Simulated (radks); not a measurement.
Values are calculated unless marked as measured or tabulated.
The antimony ion Sb+, 50 electrons, occupied as [Kr] 4d10 5s2 5p2. Code: a radial shooting solver on a logarithmic mesh with Libxc functionals. Model: Dirac Kohn-Sham, LDA (Slater exchange, Perdew-Wang correlation), spin-unpolarised, spherical densities, finite nucleus; open shells are shared between the two j in proportion to 2j + 1; Fermi nuclear charge, rms radius 4.6802 fm.

Unscreened Slater integrals over Kohn-Sham orbitals (hartree). Large and small components are both included.

F0(5p3/2,5p3/2): 0.33558
F2(5p3/2,5p3/2): 0.17932
F0(5p3/2,5p1/2): 0.34199
G2(5p3/2,5p1/2): 0.18202
F0(5p3/2,5s1/2): 0.36925
G1(5p3/2,5s1/2): 0.23662
F0(5p3/2,4d5/2): 0.42400
F2(5p3/2,4d5/2): 0.11050
G1(5p3/2,4d5/2): 0.036585
G3(5p3/2,4d5/2): 0.032608
F0(5p1/2,5p1/2): 0.34890
F0(5p1/2,5s1/2): 0.37846
G1(5p1/2,5s1/2): 0.25048
F0(5p1/2,4d5/2): 0.43929
G3(5p1/2,4d5/2): 0.037121
F0(5s1/2,5s1/2): 0.41899
F0(5s1/2,4d5/2): 0.51383
G2(5s1/2,4d5/2): 0.068943
F0(4d5/2,4d5/2): 0.87410
F2(4d5/2,4d5/2): 0.43829
F4(4d5/2,4d5/2): 0.28881
